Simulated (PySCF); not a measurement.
**Removing an electron from `CNc1ccccc1C`**

Compound: C8H11N.
Z-matrix (Å and degrees, PBE0-D3(BJ)/def2-SVP geometry), rows numbered from 1:
```
C 
N   1  1.4329
C   2  1.3781  1  122.53
C   3  1.4050  2  121.79  1    -8.76
C   4  1.3930  3  120.67  2  -178.36
C   5  1.3907  4  120.61  3    -0.54
C   6  1.3957  5  118.84  4     0.23
C   7  1.3924  6  121.96  5     0.16
C   8  1.4989  3  119.69  2    -0.73
H   1  1.1085  2  113.58  3   -58.17
H   1  1.1029  2  111.09  3    63.07
H   1  1.0987  2  109.22  3  -178.90
H   2  1.0094  1  116.07  3   151.77
H   4  1.0908  3  119.96  2     1.64
H   5  1.0932  4  119.17  3   179.80
H   6  1.0919  5  120.79  4  -179.79
H   7  1.0943  6  119.65  5   179.87
H   9  1.1058  8  112.02  3   -63.19
H   9  1.0984  8  111.15  3   177.04
H   9  1.1039  8  111.45  3    56.67
```

Level: B3LYP/def2-SVPD (PySCF). Frontier orbitals with their largest atomic shares (Löwdin; up to four atoms above 4 %):

```tsv
orbital	ε (eV)	main atoms
HOMO−3	-9.13	C5 12 %, C4 12 %, C7 11 %, C3 11 %
HOMO−2	-8.13	N2 26 %, C6 16 %, C3 12 %, C7 10 %
HOMO−1	-6.64	C7 21 %, C4 21 %, C5 18 %, C8 17 %
HOMO	-5.44	?
LUMO	-0.10	C5 19 %, C8 19 %, C7 17 %, C4 16 %
LUMO+1	0.26	C3 17 %, C6 16 %, C7 10 %, C5 9 %
LUMO+2	0.29	C1 15 %, H13 12 %, C9 12 %, H12 8 %
```

What vertical ionisation energy does ΔSCF give, and how far is −ε(HOMO) from it?

ΔSCF: 7.32 eV (706 kJ/mol; threshold wavelength 169 nm); ⟨S²⟩ of the doublet left behind is 0.768, against 0.75 for a pure doublet. −ε(HOMO) is 5.44 eV, 1.88 eV below it. For the exact functional −ε(HOMO) would equal the first vertical ionisation energy; B3LYP (global hybrid, 20 % exact exchange) falls short of its own ΔSCF value by 26 %.

On which atoms does the HOMO lie?

N2 (aniline-type nitrogen) 27 %, C6 (aromatic CH carbon) 16 %, C3 (aromatic carbon bearing nitrogen) 11 %, C8 (substituted aromatic carbon) 11 %, so no atom holds as much as 40 %. The HOMO−1 lies 1.20 eV lower.

What kinetic energy would electrons from this vertical process carry with Lyman-α light (10.199 eV)?

10.20 − 7.32 = 2.88 eV.

How many of the 10 lowest singlet excitations (vertical TDDFT, same level) lie below the ionisation energy?

All 10; they run from 4.64 to 6.52 eV.

Shift the occupied levels rigidly so that −ε(HOMO) equals the ΔSCF value. What binding energies result?

The shift is +1.88 eV: HOMO 7.32, HOMO−1 8.52, HOMO−2 10.01, HOMO−3 11.01 eV. A rigid shift is only a rough guide to the deeper ionisations.

The structure is a single PBE0-D3(BJ)/def2-SVP conformer in the gas phase; no vibrational or solvent corrections.
